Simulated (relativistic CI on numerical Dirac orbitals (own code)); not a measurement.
## Sensitivity of the levels of Pd X to α and to the nuclear radius

These numbers are calculated, not measured: Dirac-Coulomb-Breit CI, KLI orbitals optimised for each configuration, derivatives by finite differences, unscaled Slater integrals, QED left out (own radial code, finite nucleus).

Configuration list (outside the closed core [Ar] 3d10): 4s2 4p6 4d, 4s2 4p6 4f, 4s2 4p5 4d2, 4s2 4p6 5s, 4s2 4p6 5p, 4s 4p6 4d2, 4s2 4p5 4d 4f. Double excitations out of closed p, d and f shells are left out; levels of such configurations are missing from the list, as are those of other unlisted configurations, and high levels can miss mixing partners.

With x = (α/α₀)² − 1 an excitation energy changes as ω = ω₀ + qx; K = 2q/ω₀ is the relative enhancement. Terms are leading LS components, so labels can repeat. The field-shift factor is F = δν/δ⟨r²⟩ for the transition from the lowest level.

Lowest level 4s2 4p6 4d 2D_3/2.

```
               Level  ω₀ (cm⁻¹)  q (cm⁻¹)  F (GHz/fm²)
   4s2 4p6 4d 2D_5/2       6495      6384       0.0657
   4s2 4p6 5s 2S_1/2     359636    -23900         19.3
 4s2 4p5 4d2 4D°_1/2     407079      8515         1.29
 4s2 4p5 4d2 4D°_3/2     409202      9820          1.3
 4s2 4p5 4d2 4D°_5/2     412885     12590         1.33
 4s2 4p5 4d2 4D°_7/2     418635     16740         1.33
 4s2 4p5 4d2 2F°_5/2     428354      5846         1.48
 4s2 4p5 4d2 4G°_9/2     429524     11040         1.42
4s2 4p5 4d2 4G°_11/2     429625     13980         1.48
 4s2 4p5 4d2 4G°_7/2     430798      9466         1.36
 4s2 4p5 4d2 4P°_5/2     432203     13290         1.43
 4s2 4p5 4d2 4P°_3/2     437094     13730         1.33
 4s2 4p5 4d2 2F°_7/2     439204     13430         1.68
```

At this charge energies of transitions that change n are usually good to better than 1 %, and those within a shell (Δn = 0) to a few per cent.

Which transition from the lowest level has the largest |K|?

4s2 4p6 4d 2D_5/2 at 6495 cm⁻¹, K = 1.97.
